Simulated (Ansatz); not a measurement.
Harmonic frequencies (cm⁻¹) at PBE0-D4/def2-TZVP from Ansatz: 70, 112, 207, 317, 330, 506, 587, 668, 671, 764, 861, 1807, 1828, 2110, 2121.

Question: Which molecule is it?
A. `ClC1=CC=C1`
B. `[F][InH][GeH3]`
C. `C=NB(F)Br`
D. `[F][GeH2][InH2]`

Answer: D.
